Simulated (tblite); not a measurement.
A tight-binding relaxation on `[AlH3-][N+]#CCS[SiH3]`.

Computed with GFN2-xTB geometry optimisation, gas phase (tblite 0.8.0). Start geometry: from a force field or distance geometry. The input is one job of a driver script: a line of settings, then coordinates in Å.

Command:
```bash
OMP_NUM_THREADS=1 python probes_run.py task.json out
```

Input:
```
{"job": {"kind": "relax", "xc": "GFN2-xTB", "basis": "xTB"}, "charge": 0, "multiplicity": 1}
Al    -3.114500    -0.094500     0.060200
N     -1.438700     0.718300    -0.228700
C     -0.390000     1.198000    -0.388200
C      0.895400     1.847500    -0.623200
S      2.033900     1.325700     0.661300
Si     2.552900    -0.752500     0.572400
H     -3.282700    -1.437800    -0.782500
H     -3.224600    -0.434200     1.605900
H     -4.236500     0.977900    -0.334600
H      0.733500     2.957800    -0.543500
H      1.262700     1.602200    -1.652800
H      2.438700    -1.251700    -0.816300
H      1.761100    -1.577700     1.518600
H      4.008200    -0.799600     0.929100
```

Output:
```
step      E/eV     max force
  0    -471.12525    2.630
  1    -471.32269    3.869
  2    -471.36985    5.563
  3    -471.52094    0.619
  4    -471.54797    0.484
  5    -471.59380    0.522
  6    -471.60418    0.369
  7    -471.61586    0.346
  8    -471.62518    0.417
  9    -471.63535    0.382
... (166 lines left out)
176    -471.89448    0.229
177    -471.89541    0.056
178    -471.89576    0.042
179    -471.89602    0.034
180    -471.89614    0.021
181    -471.89627    0.021
182    -471.89637    0.035
183    -471.89645    0.021
184    -471.89650    0.022
185    -471.89654    0.008
```

«max force» is the largest atomic force in eV/Å.

Q: From which step on does the largest force stay under 0.1 eV/Å, and how much energy is left to gain from there?

A: From step 177 (0.056 eV/Å), 1.1 meV above the end.

Main results: energy lowered by 17.8 kcal/mol over 185 steps; largest atomic force 0.008 eV/Å at the end.

Q: Estimate the wall time. Hardware: one thread of an Arm Neoverse V1, no GPU (shared host).

A: About 1.4 s.
Labels such as C1 count atoms from 1, the log's own numbers from 0.
